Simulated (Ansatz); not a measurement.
Basis sets compared for the cluster Rb₄I₃. Total charge 0; doublet. Geometry PBE0-D4/def2-SVP. Ansatz on 4 threads of Arm Neoverse V2 on a shared host; times are rough, and most runs start from earlier orbitals.

```
atom   x (Å)   y (Å)   z (Å)
 Rb1   2.789   0.607   1.311
 Rb2  -0.383  -2.993   0.869
 Rb3  -1.897   1.614   0.471
 Rb4   0.864  -0.395  -2.994
  I5  -0.217  -0.182   3.037
  I6  -2.283  -1.258  -1.584
  I7   1.127   2.608  -1.111
```

In the def2 sets I, Rb take a core potential; there is no spin–orbit coupling. The structure comes from a short search, and lower isomers may exist.

Binding counts from free atoms (Rb doublet, I doublet) in the same basis, without a counterpoise term.

```csv
level,functions,energy (Eh),HOMO (eV),LUMO (eV),binding per atom (eV),wall time
PBE-D4/def2-SVP,174,-989.8058,-2.35,-1.89,1.99,8 s
PBE0-D4/def2-SVP,174,-989.8966,-2.72,-1.33,2.01,15 s
```

Task: Estimate the rows for PBE-D4/def2-TZVP (with forces), PBE0-D4/def2-TZVP.

Result: 
| level | functions | energy (Eh) | HOMO (eV) | LUMO (eV) | binding per atom (eV) | wall time |
| --- | --- | --- | --- | --- | --- | --- |
| PBE-D4/def2-TZVP (with forces) | 282 | -989.8315 | -2.32 | -1.83 | 1.97 | 19 s |
| PBE0-D4/def2-TZVP | 282 | -989.9196 | -2.68 | -1.25 | 1.99 | 25 s |
